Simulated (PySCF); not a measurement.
Question: Write Cartesian coordinates for `c12n[se]nc1c([SiH3])ccc2` as optimised with PBE0-D3(BJ)/def2-SVP.

Answer: 
```xyz
16
C6H6N2SeSi angstrom
Si     2.1705    0.7515   -0.4224
C      0.4607   -0.0093   -0.2521
C      0.2298   -1.3631   -0.2132
C     -1.0851   -1.9180   -0.0843
C     -2.1955   -1.1276    0.0087
C     -2.0298    0.2915   -0.0242
N     -3.0161    1.1708    0.0574
Se    -2.2730    2.7820   -0.0331
N     -0.6110    2.1703   -0.1810
C     -0.6867    0.8487   -0.1569
H      3.1530   -0.3734   -0.4974
H      2.4950    1.6083    0.7556
H      2.2692    1.5725   -1.6647
H      1.0734   -2.0560   -0.2824
H     -1.1920   -3.0053   -0.0608
H     -3.2004   -1.5408    0.1069
```

Orientation and origin are arbitrary. Atoms count from 1 in this order. Si1 (SiH3 silicon) is tetrahedral (angles from 107.3° to 111.0°). The 5-membered ring C6–N7–Se8–N9–C10 has internal angles of 94.8° to 115.9° (sum 540°, against 540° for a flat polygon); it is planar, 0.00 Å rms from its mean plane, widest ring torsion 0°. The 10 heavy atoms lie in one plane (0.000 Å rms). The 6 C–C bonds span 1.366 Å (C4–C5, aromatic) to 1.460 Å (C6–C10, aromatic), a spread of 0.094 Å.

Bonds between heavy atoms (Å): Si1–C2 1.879, C2–C3 1.374, C3–C4 1.433, C4–C5 1.366, C5–C6 1.429, C6–N7 1.324, N7–Se8 1.777, Se8–N9 1.777, N9–C10 1.324, C2–C10 1.436, C6–C10 1.460.

Theory: PySCF 2.14.0, PBE0-D3(BJ)/def2-SVP geometry optimisation, gas phase.

Point group: Cs (tolerance 0.08 Å). No PBE0-D3(BJ)/def2-SVP frequencies stand behind this structure, so it isn't proved a minimum.

Hardware: Arm Neoverse V1, one thread, shared host. Cost: 2.2 min, 0.96 GiB resident at most. That covers the optimisation of the geometry.
